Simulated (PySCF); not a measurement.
[TlI2]+ at several levels of theory

Computed with PySCF 2.14.0 (density fitting, no spin-orbit coupling) at the geometry relaxed with B3LYP:

```xyz
3
[TlI2]+ (singlet)
Tl    0.0000    0.0000    0.0000
I     0.0000    0.0000    2.6607
I     0.0000    0.0000   -2.6607
```

```tsv
level	basis	state	HOMO (eV)	gap (eV)	charge on Tl1 (e)	dipole about the centre of mass (D)	largest force component (eV/Å)
B3LYP	Tl def2-SVP with ECP60, I def2-SVP with ECP28	singlet	-12.56	3.06	0.57	0.00	0.01
TPSS	the same	singlet	-11.81	1.85	0.59	0.00	0.09
M06-L	the same	singlet	-11.71	2.03	0.65	0.00	0.11
HF	the same	singlet	-15.28	9.12	0.76	0.00	0.37
r2SCAN	the same	singlet	-12.03	2.02	0.60	0.00	0.27
B3LYP	Tl x2c-SVPall, I x2c-SVPall	singlet	-12.52	3.05	0.68	0.00	0.21
```

Charges are Mulliken's, which hang on the basis. The relaxation used the grid (50, 194), these runs (75, 302) or, all-electron (x2c bases, spin-free X2C Hamiltonian), (99, 590).

Question: What does B3LYP with Tl def2-TZVP with ECP60, I def2-TZVP with ECP28 give here?

Answer: state singlet, HOMO (eV) -12.53, gap (eV) 3.18, charge on Tl1 (e) 0.76, dipole about the centre of mass (D) 0.00, largest force component (eV/Å) 0.34. Time: 9.8 s on 2 threads of Arm Neoverse V1, with other jobs on the host, from free ions and atoms.

In the first row's basis the gap widens with exact exchange: 1.9 to 2.0 eV for TPSS, r2SCAN, M06-L (none); 3.1 eV for B3LYP (a fixed share); 9.1 eV for Hartree–Fock (rising or full at long range).
